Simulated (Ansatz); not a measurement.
[TcNCl4]2- (TcNCl4²⁻), relaxed as a singlet with RKS PBE0-D4/def2-SVPD in Ansatz, starting from the GFN2-xTB (ALPB water) geometry. Force threshold 0.02 eV/Å.

In the def2 sets Tc takes a core potential; there is no spin–orbit coupling. A multiply charged anion in the gas phase is held together partly by the finite basis. Removing one electron lowers the energy by 0.78 eV at PBE0-D4/def2-TZVPD, so it isn't bound. The highest occupied level of the charge -2 singlet lies above zero (up to 2.05 eV). By energy differences it is unbound by 0.78 eV (vertical, against the charge -1 doublet, at PBE0-D4/def2-TZVPD) and held by the finite basis.

Start:

```xyz
6

Tc    0.067    0.025    0.026
N     1.555    0.593    0.616
Cl   -0.284   -1.932    1.247
Cl    0.681   -1.347   -1.757
Cl   -0.526    1.622   -1.568
Cl   -1.492    1.037    1.436
```

Q: Estimate the energy that the relaxation releases and the steps that it takes.

A: 0.61 eV, in 5 steps; 18 s on 4 threads of Arm Neoverse V1 on a shared host. No frequencies were taken in this run, so the end may be a saddle point.

Q: Does the start keep its bonding and symmetry?

A: By distances, no bond broke or formed. The bond that changes most is Tc1–Cl4, from 2.33 to 2.45 Å (atoms count from 1). Point group C4v at the start, C4v at the end, both within 0.05 Å.

Q: Predict the relaxed structure.

A: 
Cartesian coordinates in Å:
```
Tc 0.1238 0.0471 0.0488
N 1.5118 0.5771 0.5989
Cl -0.2840 -2.0100 1.3101
Cl 0.7258 -1.3984 -1.8318
Cl -0.5338 1.6979 -1.6338
Cl -1.5436 1.0863 1.5078
```
Bond lengths: 4 × Cl–Tc 2.45 Å; 1 × N–Tc 1.58 Å.
